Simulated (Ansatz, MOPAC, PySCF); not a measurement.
Species: BeCl$_{2}$, charge 0, multiplicity 1. SMILES: [Cl][Be][Cl]
Geometry from a B3LYP-D3(BJ)/def2-TZVP (Ansatz, an electronic-structure program) optimisation:
```
Be
Cl 1 1.8041
Cl 1 1.8041 2 180.00
```
Charge 0, spin multiplicity 1.

Unscaled harmonic wavenumbers (cm⁻¹) in rising order, each level at the stationary point that it reaches from this structure (no distance between atoms moves by over 0.3 Å); the order of modes can differ between levels, and a negative number is imaginary. B3LYP-D3(BJ)/def2-TZVP (PySCF, at the structure above): 239, 239, 392, 1125.

PM6 (MOPAC): 209, 209, 413, 1115. Zero-point energy 2.8 against 2.9 kcal/mol; where all levels lie over 400 cm⁻¹, the wavenumbers are on average 0.992 times those of B3LYP-D3(BJ)/def2-TZVP.

HF/3-21G (Ansatz): 253, 253, 388, 1153. Zero-point energy 2.9 against 2.9 kcal/mol; where all levels lie over 400 cm⁻¹, the wavenumbers are on average 1.025 times those of B3LYP-D3(BJ)/def2-TZVP.
